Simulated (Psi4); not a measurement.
norbornadiene (C$_{7}$H$_{8}$), singlet, geometry from GFN2-xTB; R2SCAN/6-31G** (Psi4 1.11).

Here is a job for Psi4.
```
memory 2 GB

molecule {
0 1
  C     1.26683248   -0.42587208    0.62680556
  C     0.89168852    0.82650885    0.83719261
  C    -0.27704302    1.10829002   -0.09587700
  C    -1.40792330    0.21291814    0.38927447
  C    -1.03277934   -1.03946279    0.17888741
  C     0.35271100   -0.99408137   -0.44905367
  C     0.18130047    0.27364395   -1.30565395
  H     2.03257531   -0.99489330    1.11860469
  H     1.27385789    1.53800964    1.54410621
  H    -0.52455777    2.15356942   -0.25703564
  H    -2.30550390    0.58295143    0.84691851
  H    -1.54678647   -1.94995151    0.42141699
  H     0.69056719   -1.90300486   -0.93849820
  H    -0.58178580    0.17473263   -2.07752916
  H     1.11291274    0.62691820   -1.74743596
}

set basis 6-31g**
set scf_initial_accelerator ediis

energy('r2scan')
print_variables()
```

The log (banner, timings and long lists left out):

```
   => Loading Basis Set <=

    Name: 6-31G**
    Role: ORBITAL
    Keyword: BASIS

         ---------------------------------------------------------
                                   SCF
               by Justin Turney, Rob Parrish, Andy Simmonett
                          and Daniel G. A. Smith
                              RKS Reference
         ---------------------------------------------------------

  ==> Geometry <==

    Molecular point group: c1
    Full point group: C1

    Geometry (in Angstrom), charge = 0, multiplicity = 1:

       Center              X                  Y                   Z               Mass
    ------------   -----------------  -----------------  -----------------  -----------------
         C            1.268462841570    -0.423411308668     0.615064336142    12.000000000000
         C            0.893318881570     0.828969621332     0.825451386142    12.000000000000
         C           -0.275412658430     1.110750791332    -0.107618223858    12.000000000000
         C           -1.406292938430     0.215378911332     0.377533246142    12.000000000000
         C           -1.031148978430    -1.037002018668     0.167146186142    12.000000000000
         C            0.354341361570    -0.991620598668    -0.460794893858    12.000000000000
         C            0.182930831570     0.276104721332    -1.317395173858    12.000000000000
         H            2.034205671570    -0.992432528668     1.106863466142     1.007825032230
         H            1.275488251570     1.540470411332     1.532364986142     1.007825032230
         H           -0.522927408430     2.156030191332    -0.268776863858     1.007825032230
         H           -2.303873538430     0.585412201332     0.835177286142     1.007825032230
         H           -1.545156108430    -1.947490738668     0.409675766142     1.007825032230
         H            0.692197551570    -1.900544088668    -0.950239423858     1.007825032230
         H           -0.580155438430     0.177193401332    -2.089270383858     1.007825032230
         H            1.114543101570     0.629378971332    -1.759177183858     1.007825032230

  Running in c1 symmetry.

  Rotational constants: A =      0.14441  B =      0.12408  C =      0.10982 [cm^-1]
  Rotational constants: A =   4329.30529  B =   3719.93425  C =   3292.40533 [MHz]
  Nuclear repulsion =  290.913345224807017

  Charge       = 0
  Multiplicity = 1
  Electrons    = 50
  Nalpha       = 25
  Nbeta        = 25

  ==> Algorithm <==

  SCF Algorithm Type is DF.
  DIIS enabled.
  MOM disabled.
  Fractional occupation disabled.
  Guess Type is SAD.
  Energy threshold   = 1.00e-06
  Density threshold  = 1.00e-06
  Integral threshold = 1.00e-12

  ==> Primary Basis <==

  Basis Set: 6-31G**
    Blend: 6-31G**
    Number of shells: 66
    Number of basis functions: 145
    Number of Cartesian functions: 145
    Spherical Harmonics?: false
    Max angular momentum: 2

  ==> DFT Potential <==

   => LibXC <=

    Version 7.1.2
    S. Lehtola, C. Steigemann, M. J. T. Oliveira, and M. A. L. Marques,  SoftwareX 7, 1–5 (2018) (10.1016/j.softx.2017.11.002)

   => Composite Functional: R2SCAN <=

    r2SCAN Meta-GGA XC Functional  (0.1021/acs.jpclett.0c02405)
    J. W. Furness, A. D. Kaplan, J. Ning, J. P. Perdew, J. Sun  J. Phys. Chem. Lett.  11, 8208–8215, 2020

    Deriv               =              1
    GGA                 =           TRUE
    Meta                =           TRUE

    Exchange Hybrid     =          FALSE
    MP2 Hybrid          =          FALSE

   => Exchange Functionals <=

    1.0000   XC_MGGA_X_R2SCAN

   => Correlation Functionals <=

    1.0000   XC_MGGA_C_R2SCAN

   => LibXC Density Thresholds  <==

    XC_MGGA_C_R2SCAN:  1.00E-15
    XC_MGGA_X_R2SCAN:  1.00E-11

   => Molecular Quadrature <=

    Radial Scheme          =       TREUTLER
    Pruning Scheme         =           NONE
    Nuclear Scheme         =       TREUTLER

    Blocking Scheme        =         OCTREE
    BS radius alpha        =              1
    Pruning alpha          =              1
    Radial Points          =             75
    Spherical Points       =            302
    Total Points           =         312961
    Total Blocks           =           2356
    Max Points             =            256
    Max Functions          =            145
    Weights Tolerance      =       1.00E-15

   => Loading Basis Set <=

    Name: (6-31G** AUX)
    Role: JKFIT
    Keyword: DF_BASIS_SCF

  ==> Integral Setup <==

  SCF_SUBTYPE=INCORE selected. In-core MEM_DF algorithm will be used.
  Using in-core AOs.

  ==> MemDFJK: Density-Fitted J/K Matrices <==

    J tasked:                   Yes
    K tasked:                    No
    wK tasked:                   No
    Algorithm:                 Core
    Schwarz Cutoff:           1E-12
    Mask sparsity (%):       1.9215
    Fitting Condition:        1E-10

   => Auxiliary Basis Set <=

  Basis Set: (6-31G** AUX)
    Blend: CC-PVDZ-JKFIT
    Number of shells: 240
    Number of basis functions: 767
    Number of Cartesian functions: 767
    Spherical Harmonics?: false
    Max angular momentum: 3

  Minimum eigenvalue in the overlap matrix is 8.8731528593E-04.
  Reciprocal condition number of the overlap matrix is 1.0027102467E-04.
    Using symmetric orthogonalization.

  ==> Pre-Iterations <==

  SCF Guess: Superposition of Atomic Densities via on-the-fly atomic UHF (no occupation information).

   -------------------------
    Irrep   Nso     Nmo
   -------------------------
     A        145     145
   -------------------------
    Total     145     145
   -------------------------

  ==> Iterations <==

                           Total Energy        Delta E     RMS |[F,P]|

   @DF-RKS iter SAD:  -271.12752140692123   -2.71128e+02   0.00000e+00
   @DF-RKS iter   1:  -270.85702890377388    2.70493e-01   6.28696e-03 DIIS/EDIIS
   @DF-RKS iter   2:  -270.40502052529581    4.52008e-01   9.24874e-03 DIIS/EDIIS
   @DF-RKS iter   3:  -271.31451859673655   -9.09498e-01   7.50226e-04 DIIS/EDIIS
   @DF-RKS iter   4:  -271.31862117285436   -4.10258e-03   3.42068e-04 DIIS/EDIIS
   @DF-RKS iter   5:  -271.31973163882162   -1.11047e-03   8.83746e-05 DIIS
   @DF-RKS iter   6:  -271.31981066012918   -7.90213e-05   1.17280e-05 DIIS
   @DF-RKS iter   7:  -271.31981173180776   -1.07168e-06   6.48111e-06 DIIS
   @DF-RKS iter   8:  -271.31981217089555   -4.39088e-07   9.39419e-07 DIIS
  Energy and wave function converged.

  ==> Post-Iterations <==

   Electrons on quadrature grid:
      Ntotal   =   49.9998291791 ; deviation = -1.708e-04

    Orbital Energies [Eh]
    ---------------------

    Doubly Occupied:

[...]
      25A     -0.189947

    Virtual:

[...]
    Final Occupation by Irrep:
              A
    DOCC [    25 ]
    NA   [    25 ]
    NB   [    25 ]

  @DF-RKS Final Energy:  -271.31981217089555

   => Energetics <=

    Nuclear Repulsion Energy =            290.9133452248070171
    One-Electron Energy =                -941.0968075070536543
    Two-Electron Energy =                 419.7419352973516880
    DFT Exchange-Correlation Energy =     -40.8782851860006176
    Empirical Dispersion Energy =           0.0000000000000000
    VV10 Nonlocal Energy =                  0.0000000000000000
    Total Energy =                       -271.3198121708955455

Computation Completed

Properties will be evaluated at   0.000000,   0.000000,   0.000000 [a0]

Properties computed using the SCF density matrix

 Multipole Moments:

 ------------------------------------------------------------------------------------
     Multipole            Electronic (a.u.)      Nuclear  (a.u.)        Total (a.u.)
 ------------------------------------------------------------------------------------

 L = 1.  Multiply by 2.5417464519 to convert [e a0] to [Debye]
 Dipole X            :         -0.1528146            0.1540469            0.0012323
 Dipole Y            :         -0.2306491            0.2325091            0.0018600
 Dipole Z            :          1.1005102           -1.1093848           -0.0088746
 Magnitude           :                                                    0.0091508

 ------------------------------------------------------------------------------------

  Variable Map:
  ----------------------------------------------------------------------------
[...]
  Array Variable Map:
  ----------------------------------------------------------------------------
[...]
[...]
```
